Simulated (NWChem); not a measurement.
Lowest excitation of H2ClSi (+1)

```
Si
H 1 1.4898
H 1 1.4898 2 124.66
Cl 1 1.9820 2 117.67 3 180.00
```
Charge +1, spin multiplicity 1.

All runs are NWChem calculations. The geometry was optimised at PBE/def2-SVP, a minimum by its harmonic frequencies.

Basis set: aug-cc-pVDZ. CR-EOMCCSD(T) is the triples correction to the same EOM-CCSD root.

| method | lowest vertical singlet excitation energy (eV) | difference from EOM-CCSD |
|---|---|---|
| EOM-CCSD | 4.94 | 0.00 |
| CIS | 5.99 | +1.05 |
| CR-EOMCCSD(T) | 4.83 | -0.11 |
| TD-PBE | 4.07 | -0.88 |
| TD-B3LYP | 4.43 | -0.51 |
| TDA-BHandHLYP | 5.03 | +0.08 |

The values span 1.92 eV, from TD-PBE (lowest) to CIS (highest). 

The correlated methods keep 10 core orbitals frozen. B3LYP has NWChem's definition, with VWN1-RPA local correlation. The spin multiplicity of the parent species was assumed, not shown to be that of its ground state. The structure started from a generated list of species. No row is a measurement; the coupled-cluster row has its own basis-set and correlation limits.
